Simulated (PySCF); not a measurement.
Fractional electron number in Re (rhenium, neutral)

The 6s beta orbital of [Xe] 4f14 5d5 6s2 is emptied in steps (occupation f), with all orbitals relaxed, ending at [Xe] 4f14 5d5 6s1. Calculation: PySCF 2.14, in def2-TZVP with the def2 core potential (60 electrons) (6s4p3d1f, 40 functions); a scalar-relativistic core potential. The exact energy is a straight line in f; departures are measured from the line between the end points of the same method.

```
  f  UHF (eV)  LDA (eV)  PBE (eV)
  1     0.000     0.000     0.000
0.9     0.014    -0.267    -0.255
0.7     0.032    -0.625    -0.598
0.5     0.036    -0.746    -0.715
0.3     0.030    -0.628    -0.601
0.1     0.012    -0.268    -0.251
  0     0.000     0.000     0.000
```

```tsv
method	E(f=0) − E(f=1) (eV)	−ε at f=1 (eV)	−ε at f=0.5 (eV)
UHF	5.902	6.062	5.895
LDA	8.027	5.068	8.018
PBE	7.539	4.712	7.525
```

Orbital energy along the path (eV):

```csv
f,UHF,LDA,PBE
1,-6.062,-5.068,-4.712
0.9,-6.025,-5.650,-5.266
0.7,-5.956,-6.826,-6.385
0.5,-5.895,-8.018,-7.525
0.3,-5.840,-9.222,-8.696
0.1,-5.791,-10.428,-9.869
0,-5.768,-10.947,-9.965
```

Reference removal energy between the ground levels: 7.834 eV (measured; NIST Atomic Spectra Database, ionization energies). UHF lacks correlation.
